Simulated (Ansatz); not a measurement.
Computed with Ansatz on PBE0-D4/def2-TZVP structures; ΔE is electronic, products minus reactants. CBS: MP2 limit from def2 TZ/QZ plus the TZ coupled-cluster correction, frozen cores. This one scheme is used for every species, atoms too. Functionals use def2-TZVPP. HSE06 is defined as in plane-wave codes. No spin–orbit coupling; open shells (•) take unrestricted orbitals. Spin–orbit coupling would lower the free atoms: a little for C, F, O; clearly for Ge. Bonds to Ge are less sure, by a few kJ/mol each and by 10 to 20 or more in all where they break to atoms, as the def2 sets lack core-valence functions. Scalar relativity is left out up to krypton. One conformer a species, not always the lowest.

`C=C[CH2][Ge]([CH3])([F])[O]C` → 5 C• + F• + Ge• + 11 H• + O•  (atomization)

`C=C[CH2][Ge]([CH3])([F])[O]C`:

Z-matrix (Å, degrees):
```
C
C 1 1.488
Ge 1 1.958 2 111.2
H 1 1.092 2 111.5 3 -118.7
H 1 1.094 2 111.7 3 120.0
C 2 1.327 1 125.3 3 100.2
H 2 1.089 1 116.1 3 -78.0
C 3 1.926 1 118.9 2 38.4
F 3 1.749 1 104.5 2 -82.3
O 3 1.769 1 111.7 2 163.9
H 6 1.085 2 121.5 1 1.4
H 6 1.083 2 121.3 1 -178.4
H 8 1.090 3 110.0 1 -57.3
H 8 1.091 3 110.2 1 63.2
H 8 1.090 3 109.0 1 -177.2
C 10 1.409 3 120.2 1 53.4
H 16 1.092 10 108.0 3 179.1
H 16 1.096 10 111.9 3 60.0
H 16 1.098 10 112.1 3 -62.1
```

CCSD(T)/CBS gives +78.04 eV.

Problem. Another level gave +77.59 eV. Which?
A. revPBE/def2-TZVPP
B. HSE06-D4/def2-TZVPP
C. PBE0-D4/def2-TZVPP
D. MP2/def2-TZVPP

Solution. D. MP2/def2-TZVPP 77.59, HSE06-D4 78.16, PBE0-D4 78.11, revPBE 76.20 eV.

Largest T1 diagnostic among the species: 0.011.

At CCSD(T), def2-SVP lies −3.71 eV from the extrapolated value and def2-TZVPP −1.70 eV: correlation converges slowly with the basis, and small sets miss more of it in the bonded molecule than in its fragments. From r2SCAN to r2SCAN0 (25 % exact exchange), in def2-TZVPP and without D4, ΔE moves by −1.14 eV: exact exchange takes away binding that semilocal exchange gives to molecules.

For atomizations the MP2-based limit and the directly extrapolated one differ by several kJ/mol either way, and by 10 to 25 for some Ge, Se and Sn compounds, so smaller differences from it don't rank the levels.
